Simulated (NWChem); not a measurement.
System: BBrF$_{2}$; SMILES FB(F)Br

```xyz
4

B      0.0000     0.0000     0.9259
F      0.0000    -1.1289     1.5898
F      0.0000     1.1289     1.5898
Br     0.0000     0.0000    -0.9756
```
Atoms are numbered in this order, from 1.

Results from NWChem. Structure relaxed at the PBE0/def2-SVP level. Vzz is the largest principal value of the second derivative of the potential at the nucleus (NWChem prints the opposite sign); η is the asymmetry. Non-relativistic.

```
level                   Vzz B1 (a.u.)  η B1  Vzz Br4 (a.u.)  η Br4
----------------------  -------------  ----  --------------  -----
Hartree-Fock/cc-pVTZ            0.352  0.10           4.368   0.35
Hartree-Fock/def2-TZVP          0.347  0.06           4.622   0.33
PBE0/cc-pVTZ                      [?]  0.11             [?]   0.39
PBE0/def2-SVP                   0.256  0.01           4.660   0.37
```

Task: Some entries are withheld; supply them.

Result: 
- PBE0/cc-pVTZ, Vzz B1 (a.u.): 0.295
- PBE0/cc-pVTZ, Vzz Br4 (a.u.): 4.412
